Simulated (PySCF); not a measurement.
**Adding and removing an electron: GaH**

PBE0; Ga cc-pVDZ-PP with ECP10, H cc-pVDZ; scalar-relativistic core potentials (PySCF 2.14). Neutral (UKS): singlet (closed shell), Re = 1.693 Å, ωe = 1554 cm⁻¹, De = 2.79 eV, HOMO -5.90 eV, LUMO -1.64 eV.

GaH⁺ (UKS): doublet (σ ↑), Re = 1.691 Å, ωe = 1192 cm⁻¹, De = 0.41 eV to Ga⁺ + H. The energies at the minima are -260.00469 hartree for GaH and -259.69874 for GaH⁺.

Question: Work out the adiabatic ionisation energy, without and with harmonic zero-point energies (1 hartree = 27.2114 eV, 1 eV = 8065.5 cm⁻¹), and the change of the bond length.

Answer: At PBE0: 0.30595 hartree = 8.325 eV between the minima; the zero-point term (1192.0 − 1554.0)/2 cm⁻¹ = -0.022 eV makes it 8.303 eV. Re changes by -0.2 pm against the neutral. Minus the HOMO energy is 5.90 eV, -2.43 eV from the value between the minima; self-interaction puts the Kohn–Sham level too high, less so with exact exchange. The electron leaves a σ orbital, and the small change of length marks it as nearly non-bonding.

Weak bonds: GaH⁺. Basis-set superposition, not corrected here, can be much of De in a small basis, most of all at correlated wavefunction levels. Spin–orbit coupling is left out. For an ion De counts to the pair picked by the measured ionisation energies or electron affinities, which need not be the lowest pair at this level. States were picked by a PBE0 search and need not be the measured ground states.
